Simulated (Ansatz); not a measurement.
H₂I₃NZr, SMILES `[NH2][Zr]([I])([I])[I]` at its PBE0-D4/def2-TZVP geometry, where that method's forces vanish. Total charge 0; spin multiplicity 1. Zr, I: def2 effective core potential.

```xyz
7

N     0.9889   -0.7243   -0.4816
Zr   -0.4906    0.3598    0.2701
I    -2.0477   -1.3030    1.7181
I     0.6266    2.3554    1.7034
I    -1.9188    1.3932   -1.7856
H     1.9110   -0.3733   -0.7089
H     0.9306   -1.7077   -0.7154
```

(1) What forces (eV/Å) does PBE-D4/def2-TZVPP give on these atoms in Ansatz? (Best estimate.)

Answers

(1) Ansatz gave: 
```
N1  -0.028  0.020  0.025
Zr2 -0.179  0.132  0.113
I3  -0.089 -0.096  0.080
I4   0.065  0.114  0.079
I5  -0.081  0.059 -0.124
H6   0.310  0.095 -0.086
H7   0.002 -0.324 -0.088
```
